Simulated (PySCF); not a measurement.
Computed shifts of a molecule CH₆O₂Si₂, PBE/pcSseg-1 in PySCF, GIAO, gas phase, equivalent atoms averaged, in ppm (number of nuclei): ²⁹Si: 13.1 (1), -36.1 (1). ¹³C: 61.3 (1). ¹H: 5.86 (1), 5.22 (1), 5.09 (1), 4.77 (1), 4.65 (1), 2.81 (1). References: ¹⁷O against H2O (σ = 334.3 ppm); ²⁹Si against TMS (σ = 335.4 ppm); ¹³C against TMS (σ = 182.0 ppm); ¹H against TMS (σ = 31.49 ppm), references at their B3LYP-D3(BJ)/def2-TZVP geometries, non-relativistic. Geometry optimised at ωB97X-D3(BJ)/def2-SVP. Other conformers were not sampled.

Task: Which structure fits?
A) C[SiH]1O[SiH2]O1
B) O=C[SiH2][SiH2]O
C) [SiH3]C1O[SiH2]O1
D) O[Si@H]1OC[SiH2]1

Result: D, O[Si@H]1OC[SiH2]1
